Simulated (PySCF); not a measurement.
**Indirect couplings**

Bonds (- single, = double, # triple, : aromatic): B1-N2 1.397 Å, N2-Ge3 1.856 Å. B1 carries H4, H5; N2 carries H6; Ge3 carries H7, H8, H9.

Indirect spin–spin couplings were computed at B3LYP/pcJ-1 (pcSseg-1 on Ge) (PySCF 2.14) on a PBE0-D3(BJ)/def2-SVP structure, for the isolated molecule, without vibrational or relativistic corrections. Couplings are averaged over pairs made equivalent by symmetry, fast rotation or ring inversion, so a value needn't be that of the named pair in this geometry, while other rotamers aren't included; one pair stands for each set, and the list holds those of at least 0.8 Hz over up to four bonds.

Isotopes: 11B, 1H, 15N.

```csv
pair,bonds,J (Hz)
"B1, N2",1,-24.0
"B1, H4",1,?
"N2, H6",1,-78.6
"B1, H6",2,-4.0
"N2, H4",2,-3.8
"N2, H7",2,-4.7
"H4, H5",2,11.6
"H7, H8",2,?
"B1, H7",3,?
"H4, H6",3,12.7
"H6, H7",3,1.8
```

**Question.** Estimate the withheld couplings, with signs.

**Answer.** 
- 1J(B1,H4) = 142.3 Hz (bond length 1.212 Å)
- 2J(H7,H8) = 18.3 Hz (mean over equivalent pairs that range from 15.5 to 22.4 Hz in this conformer)
- 3J(B1,H7) = 2.5 Hz

Relativistic effects of the heavier atoms present are left out.
